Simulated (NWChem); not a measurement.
TeCl3 cation; SMILES Cl[Te+](Cl)Cl

Computed with NWChem. All runs use the structure optimised with PBE0/def2-SVP (def2 core potentials past Kr).

Q: What does the run give for Hartree-Fock/3-21G, non-relativistic? Quantities: highest occupied level (eV); orbital gap (eV).

A: 
```
Quantity                      Value
---------------------------  ------
highest occupied level (eV)  -17.89
orbital gap (eV)              11.69
```
